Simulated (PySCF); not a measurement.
C3H10FNSi, SMILES CC(C)(F)[SiH2]N.

Coordinates come from a PBE-D3(BJ)/def2-SVP optimisation. The structure was generated by enumeration, and PubChem lists no compound with its InChIKey, so it may never have been made. The values are those of a single conformer.

These are PySCF with PBE-D3(BJ)/def2-SVP values and carry that method's errors.

Frequencies are harmonic and unscaled.

Computed harmonic wavenumbers and intensities:
```
mode  ν (cm⁻¹)  IR (km/mol)   moving atoms (share of kinetic energy)
----  --------  -----------  ---------------------------------------
1           68          2.3  N 32 %, H 28 %, F 16 %, C 12 %, Si 11 %
2          118          6.2           H 33 %, N 32 %, C 17 %, F 14 %
3          185          7.8                           H 59 %, C 26 %
4          211          3.8                                   H 94 %
5          228         13.7                   H 74 %, F 10 %, C 10 %
6          254          5.9                           H 72 %, F 12 %
7          274          6.2     H 48 %, C 26 %, N 9 %, F 9 %, Si 8 %
8          338         11.3          Si 37 %, H 28 %, F 21 %, C 13 %
9          350          5.7                   H 43 %, C 39 %, F 17 %
10         404         94.1                   H 48 %, C 24 %, F 21 %
11         433        143.1    H 38 %, C 23 %, N 22 %, Si 9 %, F 8 %
12         524         26.7                          H 74 %, Si 16 %
13         589          4.2           C 44 %, H 33 %, Si 14 %, F 8 %
14         710          3.8                                   H 91 %
15         810         18.4  N 24 %, H 24 %, C 21 %, F 19 %, Si 12 %
16         823         13.1           H 54 %, N 20 %, C 12 %, F 10 %
17         865        206.1                          H 67 %, Si 18 %
18         882         47.2                           H 79 %, N 10 %
19         890         81.1                          H 77 %, Si 12 %
20         899          9.3                           H 69 %, C 30 %
21         919         29.2                           C 47 %, H 44 %
22         959          7.6                           H 77 %, C 22 %
23        1109         27.8                           C 58 %, H 39 %
24        1177          3.6                           C 64 %, H 34 %
25        1181          1.8                           C 71 %, H 29 %
26        1326         12.3                           H 69 %, C 31 %
27        1336          9.4                           H 78 %, C 22 %
28        1390          3.2                                   H 96 %
29        1404          0.5                                   H 96 %
30        1409          4.7                                   H 95 %
31        1428          7.8                                   H 95 %
32        1496         28.6                           H 90 %, N 10 %
33        2150        106.6                                   H 97 %
34        2170        123.6                                   H 96 %
35        2959         18.2                                   H 97 %
36        2962         19.6                                   H 97 %
37        3048          4.8                            H 91 %, C 9 %
38        3050         24.1                            H 91 %, C 9 %
39        3064         11.1                            H 91 %, C 9 %
40        3068         12.2                            H 91 %, C 9 %
41        3485         21.6                                   H 96 %
42        3580         23.1                            H 91 %, N 9 %
```
